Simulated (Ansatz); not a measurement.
Harmonic frequencies (cm⁻¹) at PBE0-D4/def2-TZVP from Ansatz: 94, 100, 116, 159, 192, 254, 322, 349, 378, 422, 647, 672, 740, 1020, 1108, 1114, 1369, 1437, 1469, 1471, 3020, 3092, 3096, 3910.

Each molecule was computed in one conformer, which needn't be the lowest.

Task: Which molecule is it?
A. `[CH3][W](=[O])(=[O])[OH]`
B. `C[N]=[W](=[O])([OH])[Cl]`
C. `C[O][W](=[O])([F])=[S]`
D. `[CH3][W](=[O])([OH])=[S]`

Result: B.
